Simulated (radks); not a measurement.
Values are calculated unless marked as measured or tabulated.
Q: Coherent X-ray form factor from a spherical all-electron density. Code: a radial shooting solver on a logarithmic mesh with Libxc functionals. Model: Dirac Kohn-Sham, Wu-Cohen GGA, spin-unpolarised, spherical densities, finite nucleus; Fermi nuclear charge, rms radius of each element as measured or else 0.836 A^(1/3) + 0.57 fm.

| sin(theta)/lambda (1/angstrom) | f0 (electrons) |
|---|---|
| 0.05 | 49.922 |
| 0.1 | 47.274 |
| 0.15 | 44.085 |
| 0.2 | 40.967 |
| 0.25 | 38.090 |
| 0.3 | 35.444 |
| 0.4 | 30.731 |
| 0.5 | 26.794 |
| 0.6 | 23.670 |
| 0.8 | 19.434 |
| 1 | 16.683 |
| 1.25 | 13.870 |
| 1.5 | 11.335 |
| 2 | 7.653 |

The species is in the configuration that NIST lists as its ground one. Which atom or ion scatters so?

A: Neutral antimony, [Kr] 4d10 5s2 5p3. Extrapolating in s^2 from the first two rows gives f0(0) = 50.8, near the electron count 51; among species with that count, the fall with angle is slower the higher Z, and the table is that of Z = 51; from so few rows the species is fixed only to a neighbour or two.
